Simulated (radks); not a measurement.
Task: Species: Er IV. Configuration: [Kr] 4d10 4f11 5p6 5d2 (not the ground configuration). All-electron calculation, Dirac Kohn-Sham, RPBE, spin-unpolarised, spherical densities, finite nucleus; open shells fill j = l - 1/2 first; Fermi nuclear charge, rms radius 5.2516 fm. Program: a radial shooting solver on a logarithmic mesh with Libxc functionals. Some entries of the table are withheld. Estimate them.

| orbital | occ. | eigenvalue (hartree) | <r> (bohr) | r(max) (bohr) |
|---|---|---|---|---|
| 1s1/2 | 2 | -2107.145 | 0.02037 | (1) |
| 2s1/2 | 2 | -355.0665 | 0.08589 | 0.07341 |
| 2p1/2 | 2 | (2) | 0.07147 | 0.05513 |
| 2p3/2 | 4 | (3) | 0.07875 | 0.06134 |
| 3s1/2 | 2 | -80.73817 | 0.2249 | 0.2074 |
| 3p1/2 | 2 | -73.36633 | 0.2146 | 0.1950 |
| 3p3/2 | 4 | -66.28977 | 0.2283 | 0.2080 |
| 3d3/2 | 4 | -53.68059 | 0.2012 | (4) |
| 3d5/2 | 6 | -52.13407 | 0.2055 | (5) |
| 4s1/2 | 2 | -17.15307 | 0.5078 | 0.4743 |
| 4p1/2 | 2 | -14.20486 | (6) | 0.4766 |
| 4p3/2 | 4 | -12.61161 | (7) | 0.5041 |
| 4d3/2 | 4 | -7.75574 | 0.5755 | 0.5068 |
| 4d5/2 | 6 | -7.46522 | 0.5865 | 0.5157 |
| 5s1/2 | 0 | (8) | 1.212 | 1.096 |
| 5p1/2 | 2 | -2.38835 | (9) | 1.184 |
| 5p3/2 | 4 | -2.15831 | (10) | 1.261 |
| 4f5/2 | 6 | -1.60074 | 0.7406 | 0.5033 |
| 4f7/2 | 5 | -1.55723 | 0.7513 | 0.5083 |
| 5d3/2 | 2 | -1.04997 | 1.937 | 1.607 |
| 5d5/2 | 0 | -1.02676 | 1.976 | 1.640 |
| 6p1/2 | 0 | -0.73295 | 3.330 | 3.088 |
| 6p3/2 | 0 | -0.69578 | 3.487 | 3.257 |

Result: 
(1) 1s1/2 r(max) (bohr): 0.01286
(2) 2p1/2 eigenvalue (hartree): -338.2760
(3) 2p3/2 eigenvalue (hartree): -304.5838
(4) 3d3/2 r(max) (bohr): 0.1642
(5) 3d5/2 r(max) (bohr): 0.1679
(6) 4p1/2 <r> (bohr): 0.5168
(7) 4p3/2 <r> (bohr): 0.5479
(8) 5s1/2 eigenvalue (hartree): -3.22996
(9) 5p1/2 <r> (bohr): 1.337
(10) 5p3/2 <r> (bohr): 1.425
